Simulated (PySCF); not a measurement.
Compound: C₅H₉N₂Si (doublet state).
Atom-mapped SMILES: `[CH3:1][CH:2][SiH2:3][n:4]1[cH:5][cH:6][n:7][cH:8]1` (hydrogens: H9, H10, H11 on C1; H12 on C2; H13, H14 on Si3; H15 on C5; H16 on C6; H17 on C8)

Structure used (GFN2-xTB), in Å, numbered top down from 1:
```xyz
17
C5H9N2Si angstrom
C      1.959    1.135    0.221
C      1.911   -0.278    0.650
Si     0.552   -1.478    0.292
N     -0.813   -0.557   -0.325
C     -1.558    0.367    0.364
C     -2.486    0.856   -0.502
N     -2.336    0.258   -1.719
C     -1.344   -0.567   -1.577
H      2.145    1.792    1.075
H      2.794    1.295   -0.468
H      1.040    1.444   -0.271
H      2.783   -0.623    1.187
H      0.834   -2.436   -0.783
H      0.084   -2.170    1.498
H     -1.361    0.581    1.394
H     -3.249    1.592   -0.341
H     -0.962   -1.199   -2.352
```

The hyperfine couplings belong to this conformer and change with its torsions.

Computed with PySCF 2.14.0, UKS B3LYP, pcH-1 on C H N Si, non-relativistic, mean-field spin-orbit, GIAO. Isolated species at its GFN2-xTB geometry (one conformer only). Couplings are sensitive to structure, and on GFN2-xTB geometries they can be far from those on DFT ones. Stability of the SCF solution: not tested.

(1) Where do the isotropic ENDOR lines of C2, C1, H9/H10/H11, H13/H14, H12 and Si3 fall at 1217.5 mT, to first order?

(2) Which pairs are centred on the nuclear Larmor frequency, and which on half the coupling?

(3) At what field would the lower line of H12 fall to zero frequency?

Results:

(1) ν± = |νn ± a/2|, one line for each electron-spin manifold; νn = |g_N| × 7.62259 MHz/T × B.

```tsv
nuclei	isotope	g_N	νn (MHz)	a_iso (MHz)	lower line (MHz)	upper line (MHz)
C2	13C	1.4048	13.04	79.74	26.83	52.91
C1	13C	1.4048	13.04	-30.70	2.31	28.39
H9/H10/H11	1H	5.5857	51.84	82.19	10.74	92.93
H13/H14	1H	5.5857	51.84	59.56	22.06	81.62
H12	1H	5.5857	51.84	-55.33	24.17	79.50
Si3	29Si	-1.1106	10.31	52.78	16.08	36.70
```

The rows for 13C and 29Si, of low natural abundance, apply to labelled samples.

(2) Centred on νn, since |a| < 2νn: H9/H10/H11, H13/H14 and H12. Centred on |a|/2 and split by 2νn: C2, C1 and Si3.

(3) Where νn = |a|/2, that is B = 27.67 MHz/(5.5857 × 7.62259 MHz/T) = 650 mT, as far as first order holds there.

Nuclei that the bonding pattern makes equivalent are averaged, as if the motion that swaps them (rotation, inversion, ring flip) were fast. The three 1H nuclei of mean +82.2 MHz run from 2.6 to 133.2 MHz in the frozen geometry. The 1H value of +59.6 MHz is a mean of couplings from 45.7 to 73.4 MHz in this one geometry, not an average over conformers.
